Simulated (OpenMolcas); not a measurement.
# Levels of Ar²⁺ by method

| Quantity | Value |
| --- | --- |
| Program | OpenMolcas |
| Basis | ANO-R1 [4s3p1d] |
| Scalar Hamiltonian | X2C, finite nucleus |
| Active space | 4 electrons in 3 orbitals (3p) |
| State averaging | 2S+1 = 3 even, 3 roots; 2S+1 = 1 even, 6 roots |
| Spin-orbit coupling | RASSI with atomic mean-field integrals over the reference wave functions, term energies averaged over their components |

Methods on the same reference wave functions:
A. CASSCF
B. SS-CASPT2, IPEA 0.25 Eh, imaginary shift 0.1 Eh (closed shells correlated: 2s 2p 3s)

Energies in eV above 3s² 3p⁴ ³P₂, the measured ground level; measured values from Saloman, J. Phys. Chem. Ref. Data 39, 033101 (2010).

```csv
Level,A,B,Measured
3s² 3p⁴ ³P₂,0.0000,0.0000,0.0000
3s² 3p⁴ ³P₁,0.1380,0.1384,0.1379
3s² 3p⁴ ³P₀,0.1976,0.1968,0.1947
3s² 3p⁴ ¹D₂,2.0893,1.912,1.7370
3s² 3p⁴ ¹S₀,5.1029,4.425,4.1244
```

Deviations, from unrounded energies. A percentage is the sum of absolute deviations over the sum of measured energies, with the sign that they share, or ± where signs differ.

| Against measurement | Levels | A | B |
| --- | --- | --- | --- |
| mean absolute deviation (cm-1) | 4 | 2700 | 960 |
| fine structure of the ground term (%) | 2 | +0.9 | +0.8 |
| other terms of the ground configuration (%) | 2 | +22.7 | +8.1 |

B lies closest to measurement on these levels. The largest miss of B in the table is 3s² 3p⁴ ¹S₀, by +2400 cm-1. The ranking rests on the paired levels alone, and a cruder setting can come out closer through cancelling errors.

From A to B the spin-free energies of the other terms of 3s² 3p⁴ shown, above ³P, scale by factors of 0.86 to 0.91.

The lowest spin-free term lies below A's lowest term by 0.109 hartree in B.

CASPT2 breaks the degeneracy within a term, and the mean is taken; among the terms shown or strongly mixed into the levels shown the widest spread is 150 cm-1 (3s² 3p⁴ ¹D, B). With the s shell closed, the reference lacks s² → p² mixing. Measured partners are found by configuration, term and J. A level has none where our copy of the source lacks it or the pairing is in doubt (some pairs that miss far off the trend of their configuration count as doubtful), and it then counts in no deviation. Levels of configurations outside the active space are missing.
